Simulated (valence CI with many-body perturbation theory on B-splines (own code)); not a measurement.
Valence orbitals of Pm²⁸⁺

Calculated by relativistic CI+MBPT: five valence electrons over a frozen Dirac-Fock core [Ar] 3d10, radial functions for each j: 11 s, 11 p, 10 d, 8 f, 5 g, 2 h, with the one-electron correlation potential Σ1 (screened to all orders), the two-electron term Σ2, the three-electron term Σ3, Breit, model QED; selected single and double excitations, second order for the rest, scaled by the run's own slope (own B-spline code, finite nucleus).

The last digits are not significant, and no measured levels were compared; by estimate large intervals hold to a few tenths of a per cent, small ones and those within an open d or f shell to about a per cent. Among the levels kept, up to 2100 cm⁻¹ of a level comes from second order outside the variational space, and about a tenth of that is noise between levels of different J, which matters for small intervals.

These are the spectroscopic orbitals of the CI (the correlating ones are not listed), shaped by the core and the other valence electrons. h is the expectation value of the core's Dirac-Fock operator, without the valence repulsion; Σ1 is computed up to l = 3 at one energy for each symmetry, that of its lowest orbital but kept below the first core excitation, so for empty shells it is not the orbital's own correlation shift; Breit and QED include the response of the core.

```csv
Orbital,h (hartree),Σ1 (cm⁻¹),Breit (cm⁻¹),QED (cm⁻¹),⟨r⟩ (bohr)
4s1/2,-48.044,-12880,5709,4293,0.5358
5s1/2,-28.342,-4464,2453,1872,0.9201
6s1/2,-18.707,-2115,1251,969,1.411
7s1/2,-13.276,-1190,733,570,2.004
8s1/2,-9.9096,-741,467,364,2.700
9s1/2,-7.6794,-494,316,246,3.499
4p1/2,-45.54,-13259,8871,-43.3,0.5383
5p1/2,-27.138,-4669,3851,-16.0,0.9365
6p1/2,-18.047,-2264,2017,-7.8,1.439
7p1/2,-12.875,-1290,1196,-4.4,2.043
8p1/2,-9.6487,-810,768,-2.7,2.750
9p1/2,-7.5002,-543,523,-1.8,3.561
4p3/2,-44.205,-11967,5456,375,0.5562
5p3/2,-26.525,-4355,2382,167,0.9597
6p3/2,-17.714,-2142,1331,89.0,1.467
7p3/2,-12.674,-1230,792,53.2,2.076
8p3/2,-9.5184,-776,510,34.4,2.789
9p3/2,-7.4107,-522,348,23.5,3.605
4d3/2,-40.191,-12899,3652,-234,0.5534
5d3/2,-24.626,-4716,1642,-101,0.9809
6d3/2,-16.674,-2374,894,-53.9,1.508
7d3/2,-12.043,-1381,541,-32.3,2.137
8d3/2,-9.1058,-879,353,-20.9,2.870
4d5/2,-39.91,-12443,2196,-82.1,0.5583
5d5/2,-24.493,-4562,957,-33.1,0.9869
6d5/2,-16.6,-2298,521,-17.1,1.515
7d5/2,-11.997,-1338,313,-10.0,2.146
8d5/2,-9.0759,-852,203,-6.4,2.880
4f5/2,-35.621,-12213,1153,-115,0.5286
5f5/2,-22.593,-3963,522,-55.5,0.9835
6f5/2,-15.574,-1950,282,-31.3,1.534
7f5/2,-11.377,-1131,170,-19.3,2.186
4f7/2,-35.565,-11901,332,-69.3,0.5303
5f7/2,-22.56,-3857,153,-32.8,0.9855
6f7/2,-15.554,-1899,84.6,-18.2,1.536
7f7/2,-11.364,-1103,51.4,-11.1,2.189
5g7/2,-21.677,,26.6,-8.8,0.9163
6g7/2,-15.052,,23.5,-6.2,1.478
7g7/2,-11.051,,17.3,-4.3,2.143
5g9/2,-21.665,,-13.6,0.3,0.9171
6g9/2,-15.045,,-11.5,-0.9,1.479
7g9/2,-11.047,,-8.6,-1.0,2.144
6h9/2,-14.933,,,,1.337
6h11/2,-14.928,,,,1.337
```

Among the shells of the start configuration 4s2 4p3, Σ1 is largest in size for 4p1/2, where it is 0.13 % of h.

Lowest root of each symmetry, sizes in configuration state functions:

```csv
J,Parity,Roots,Reference,Variational,Second order,Change by selected CI (cm⁻¹),Change by second order (cm⁻¹)
1/2,even,10,64,31998,1015619,-11313,-157
3/2,even,14,107,31994,2124478,-10242,-396
5/2,even,12,118,31984,2837000,-8555,-495
7/2,even,7,96,31982,2760251,-11398,-640
9/2,even,3,67,31988,2142138,-11979,-331
1/2,odd,22,98,31999,1232467,-9157,-298
3/2,odd,35,166,32000,2459644,-7575,-582
5/2,odd,36,185,31998,3305176,-7138,-867
7/2,odd,29,168,31988,3842347,-11731,-1100
9/2,odd,16,122,31997,3592916,-12770,-782
11/2,odd,5,74,31992,2842558,-14034,-561
```
